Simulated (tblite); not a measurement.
Species: C₈H₁₁PS.
Z-matrix (Å and degrees, GFN2-xTB geometry), rows numbered from 1:
```
C 
C   1  1.5290
C   2  1.5061  1  110.48
C   3  1.3813  2  118.57  1   -80.35
C   4  1.3874  3  124.12  2   177.57
S   5  1.7684  4  122.97  3  -179.77
C   6  1.8159  5  104.64  4    10.03
C   5  1.3942  4  122.28  3     0.88
C   8  1.3724  5  123.21  4    -0.62
P   9  1.7360  8  125.86  5    -0.26
H   1  1.0875  2  110.51  3  -177.61
H   1  1.0881  2  110.70  3    62.08
H   1  1.0884  2  110.02  3   -57.58
H   2  1.0932  1  109.51  3  -121.50
H   2  1.0925  1  108.96  3   120.32
H   4  1.0819  3  116.80  2    -2.82
H   7  1.0866  6  110.47  5   -69.02
H   7  1.0858  6  105.38  5   172.62
H   7  1.0863  6  109.83  5    54.32
H   8  1.0824  5  117.42  4   179.47
H   9  1.0832  8  118.13  5   179.95
```

Computed values, GFN2-xTB/tblite, gas phase, harmonic and unscaled. Against measured fundamentals such values can be off by several per cent, at times by over 20. One conformer, not necessarily the lowest.

Harmonic wavenumbers (cm⁻¹): 28.6, 45.2, 110.6, 122.7, 162.5, 209.4, 216.6, 257.5, 288.8, 325.3, 327.2, 361.9, 448.9, 538.3, 561.5, 571.8, 731.7, 733.9, 779.0, 816.4, 827.3, 859.2, 881.9, 907.7, 934.3, 949.8, 992.5, 1053.4, 1076.0, 1105.8, 1166.9, 1186.0, 1234.8, 1285.2, 1312.2, 1314.7, 1367.5, 1383.3, 1409.0, 1450.6, 1457.1, 1473.1, 1482.5, 1497.3, 1502.7, 1546.4, 2956.3, 2973.0, 3021.0, 3026.5, 3030.2, 3030.6, 3035.3, 3039.0, 3054.5, 3056.3, 3061.1.

A = 1430, B = 692.9, C = 486.7 MHz; mass 170.032 u (most abundant isotopes); point group C1, symmetry number 1.

**Question.** Zero-point energy?

**Answer.** ½Σν̃ = 36289 cm⁻¹ = 434.12 kJ/mol.

**Question.** Give the ideal-gas entropy at 400 K and 1 bar in the rigid-rotor, harmonic-oscillator model (classical rotation).

**Answer.** Translation 179.02, rotation 132.86, vibration 198.91: S = 510.8 J/(mol K).

**Question.** And Cp and H(400 K) − H(0)?

**Answer.** Cp = 228.54 J/(mol K), of which vibrations give 195.28 (their classical limit is 57 R = 473.9); H(400 K) − H(0) = 53.56 kJ/mol without the zero-point energy, 40.26 from vibrations.

**Question.** How do the functions run with temperature in this model?

**Answer.** 
| T (K) | S (J/(mol K)) | Cp (J/(mol K)) | H − H(0) (kJ/mol) | G − H(0) (kJ/mol) | ln q(vib) |
| --- | --- | --- | --- | --- | --- |
| 100 | 312.7 | 87.2 | 5.93 | -25.33 | 2.50 |
| 200 | 388.1 | 135.0 | 17.10 | -60.53 | 5.67 |
| 300 | 451.8 | 182.6 | 32.97 | -102.59 | 8.77 |
| 500 | 566.2 | 268.0 | 78.45 | -204.63 | 14.82 |
| 800 | 711.6 | 349.6 | 172.23 | -397.03 | 23.41 |
| 1000 | 793.6 | 384.6 | 245.83 | -547.72 | 28.70 |

q(vib) and H(0) count from the zero-point level.

**Question.** What must be added to the electronic energy to get the Gibbs energy at 400 K and 1 bar?

**Answer.** ZPE + [H(400 K) − H(0)] − T·S = 434.12 + 53.56 − 204.31 = 283.37 kJ/mol.

Hindered rotation and anharmonicity are outside this model. Other conformers, if any are populated, would add a mixing term that is left out. The structure is chiral; the term R ln 2 for an equal mix with its mirror image is left out.
